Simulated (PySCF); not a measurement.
# Computed vibrations of GdH3(NH3)

GdH3(NH3) (singlet in the valence; each metal's 4f electrons, 7 of them, lie in its core potential, out of spins and levels). PySCF 2.14.0, RKS PBE0, Gd lcecp-1-SVP with ECP53, H def2-SVP, N def2-SVP; non-relativistic Hamiltonian with scalar-relativistic core potentials where named; density fitting; no spin-orbit coupling. Central differences of gradients.

```xyz
8

Gd    0.1406   -0.1406    0.1406
H     1.1197    1.3795    1.1197
H    -1.3795   -1.1197    1.1197
H     1.1197   -1.1197   -1.3795
N    -1.3153    1.3153   -1.3153
H    -1.9263    1.9263   -0.7684
H    -0.7684    1.9263   -1.9263
H    -1.9263    0.7684   -1.9263
```

Run from Python with OMP_NUM_THREADS=2. Where DIIS fails, smearing, a level shift and second-order steps follow.
It took 38 s on 2 threads of Arm Neoverse V1 (shared host).

(1) What are the harmonic wavenumbers and infrared intensities?

(2) Is this a minimum?

An lcecp potential fixes the number of 4f electrons, so in runs with it no electron can move into or out of that shell.

Answers

(1) Modes are labelled in C3v; negative numbers are unstable modes, those under 60 cm⁻¹ near the noise; a finer grid moves soft modes by up to 10 cm⁻¹.
```csv
cm⁻¹,km/mol,symmetry
36,0.0,a2
115,5.4,e
115,5.4,e
185,650.9,a1
317,234.8,a1
518,2.3,e
518,2.3,e
554,147.0,e
554,147.0,e
1209,168.7,a1
1368,1056.7,e
1368,1056.7,e
1435,38.3,a1
1626,29.0,e
1626,29.0,e
3483,28.4,a1
3606,48.5,e
3606,48.5,e
```

(2) Yes, within the noise of the softest modes. Ideal gas at 298.15 K and 1 bar: S = 355.4 J/(mol K), Cp = 94.6 J/(mol K), H − H(0 K) = 20.7 kJ/mol (rigid rotor, harmonic modes, spin degeneracy alone, that of the 4f electrons in the core included; the modes under 60 cm⁻¹ make these uncertain).
